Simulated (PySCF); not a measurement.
**Radial density of Co³⁺ (cobalt, charge +3)**

M06, [Ar] 3d6, high-spin 5D determinant. All numbers are calculated (PySCF 2.14, the spin-free X2C one-electron Hamiltonian (Gaussian nucleus), in aug-cc-pwCVTZ-DK with one added diffuse shell each of s, p, d, f, g type (11s10p8d5f4g, 152 functions)).

```tsv
r (bohr)	4πr²ρ (e/bohr)	4πr²(ρα − ρβ)
0.000997	0.2423	0.0000
0.00168	0.6090	0.0000
0.00282	1.499	0.0001
0.00474	3.557	0.0002
0.00798	7.947	0.0004
0.0134	15.95	0.0007
0.0226	26.58	0.0009
0.0380	32.72	0.0004
0.0639	27.84	0.0025
0.107	27.59	0.0433
0.181	36.72	0.3456
0.304	21.02	1.6280
0.511	16.11	3.9102
0.860	15.00	3.7453
1.45	3.223	1.1659
2.43	0.1720	0.0832
4.09	0.001217	0.0005
```

Densities and radii are taken from the X2C orbitals without a picture-change correction, which distorts them close to the nucleus.
